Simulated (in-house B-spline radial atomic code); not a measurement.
## RPA and G0W0 on PBEsol: Ag

Configuration [Kr] 4d10 5s1, highest spin, mean-field start PBEsol. Computed with an all-electron radial atomic-structure program (B-spline basis): all electrons, scalar-relativistic (spin-free one-electron X2C), finite nucleus, each spin shell either full or empty, empty states to l = 9 with an (l + 1/2)⁻⁴ tail; G0W0 by contour deformation at full frequency.

RPA overbinds a lone outer s electron by self-correlation, and G0W0 tends to as well.

Command:
```bash
python run_gw.py task.json out
```
Settings (radii: box in bohr, nucleus in fm):
```
Z                        47
electrons                47
configuration            [Kr] 4d10 5s1
hamiltonian              x2c
method                   pbesol
lmax                     9
rms_radius               4.5454
spin_polarised           True
box_radius               40
intervals                72
ion_configuration        [Kr] 4d10
```

Cost of the run: 10 s on 1 thread of Intel(R) Xeon(R) Platinum 8488C (shared host).

Energies (hartree):

| term | value |
| --- | --- |
| mean-field total | -5312.46010 |
| Hartree-Fock functional on these orbitals | -5312.83233 |
| direct second order | -4.3276 |
| second-order exchange | 1.2009 |
| SOSEX correction | 1.091 |

**Question.** What is the RPA correlation energy, and what remains with SOSEX?

**Answer.** RPA gives -3.6827 hartree (-2.13 eV per electron); RPA + SOSEX gives -2.5917, and the second-order doubles -3.1267 hartree (no singles). SOSEX takes back 30 % of the RPA value.

Quasi-particle levels (eV):

| level | occupied | mean field | Σx - vxc | Σc | QP weight | G0W0 |
| --- | --- | --- | --- | --- | --- | --- |
| 5s up | yes | -4.776 | -2.00 | ? | ? | ? |
| 5s down | no | -3.907 | 5.10 | -2.72 | 0.830 | -1.520 |

G0W0 = mean field + (Σx - vxc) + Σc, with Σc (partial-wave tail included) taken at the quasi-particle energy. Only the outer levels were computed. Levels of low weight are left out.

**Question.** Where does G0W0 put 5s up?

**Answer.** At -7.909 eV, with Σc = -1.14 eV and a quasi-particle weight of 0.805. The tabulated removal energy is 7.576 eV (NIST, measured); the calculation leaves out spin-orbit coupling, Breit and QED terms, and what these don't explain is the method's own error.

**Question.** What does it cost to remove one electron (to [Kr] 4d10) by differences of total energies, each species on its own start (correlation terms add to the Hartree-Fock functional)?

**Answer.** PBEsol 7.956 eV, Hartree-Fock functional 6.157 eV, + RPA 8.087 eV, + RPA + SOSEX 7.349 eV, + second order 8.831 eV. Tabulated: 7.576 eV (NIST, measured); the calculation leaves out spin-orbit coupling, Breit and QED terms, and what these don't explain is the method's own error.
